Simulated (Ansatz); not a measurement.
Geometry optimisation, RKS PBE0/def2-SVP (Ansatz).

Input:

```yaml
crystal:
  periodic: [false, false, false]
  atoms:
    - { symbol: Si, position_ang: [-0.432, -0.293, -0.8671] }
    - { symbol: "N", position_ang: [-0.1093, -1.2214, 1.0249] }
    - { symbol: H, position_ang: [-1.0502, -1.5885, -1.1771] }
    - { symbol: H, position_ang: [-0.9785, 0.4647, -2.0504] }
    - { symbol: Si, position_ang: [1.8004, 0.3184, -0.8803] }
    - { symbol: H, position_ang: [-1.0943, -0.5217, 1.5858] }
    - { symbol: P, position_ang: [-1.8918, 0.9285, 0.8212] }
    - { symbol: H, position_ang: [0.719, -1.0023, 1.5667] }
    - { symbol: H, position_ang: [-0.3493, -2.1962, 1.1679] }
    - { symbol: H, position_ang: [2.1976, 1.1557, 0.2617] }
    - { symbol: H, position_ang: [2.6899, -0.8493, -0.8291] }
    - { symbol: H, position_ang: [2.1721, 1.0561, -2.0873] }
    - { symbol: H, position_ang: [-2.7407, 1.8893, 0.2933] }
    - { symbol: H, position_ang: [-0.9329, 1.8596, 1.1697] }
basis:
  gaussian: { orbitals: def2-SVP }
hamiltonian:
  xc: pbe0
relax:
  f_tol: 0.15
  max_steps: 25
  restrain:
    - { distance: [0, 6], at: 3.48, k: 30.0 }
    - { distance: [5, 1], at: 2.32, k: 30.0 }
    - { distance: [0, 1], at: 1.82, k: 30.0 }
    - { distance: [5, 6], at: 1.38, k: 30.0 }
```

Launched with:

```bash
$ ansatz run input.yaml --threads 2 --pin off --max-ram 3072MiB --backend cpu --events-out ev --progress --plain --runs-dir out
```

Question: Where does it end, and by what steps?

Answer: The run converged. The restraints hold the end off the free minimum. After 20 steps the energy has fallen by 1.719 eV (the restraints' own energy left out); H4 moved furthest, 1.20 Å. Joined: H6–P7 (1.82 → 1.40 Å).

```
step  energy less start (eV)  largest force component (eV/Å)  accepted
   0                  0.0000                           2.468       yes
   1                  1.6078                           2.112       yes
   2                  2.4523                           2.055       yes
   3                  1.7972                           2.591       yes
   4                  0.4674                           2.054       yes
   5                 -0.6052                           1.376       yes
   6                 -1.0018                           1.248       yes
   7                 -1.2766                           1.223       yes
   8                 -1.4718                           1.106       yes
   9                 -1.5685                           1.461       yes
  10                 -1.6392                           1.161       yes
  11                 -1.6888                           1.111       yes
  12                 -1.6918                           0.998       yes
  13                 -1.6947                           1.029       yes
  14                 -1.6991                           1.060       yes
  15                 -1.6992                           1.089       yes
  16                 -1.7074                           1.074       yes
  17                 -1.7081                           1.141       yes
  18                 -1.7152                           1.064       yes
  19                 -1.7193                           1.054        no
  20                 -1.7191                           1.067       yes
```

```xyz
14
Properties=species:S:1:pos:R:3
Si -0.210 -0.868 -0.721
N -0.235 -1.703 0.856
H -0.088 -1.934 -1.770
H -1.435 -0.097 -1.096
Si 1.752 0.422 -0.796
H -1.128 0.386 1.343
P -1.403 1.756 1.266
H 0.146 -1.271 1.689
H -0.956 -2.379 1.084
H 2.039 1.047 0.537
H 2.913 -0.446 -1.167
H 1.629 1.516 -1.813
H -2.525 1.573 0.401
H -0.498 1.999 0.188
```

The run took 38 s on 2 threads of Intel(R) Xeon(R) 6975P-C (Granite Rapids) (shared host), peak memory 0.29 GiB.
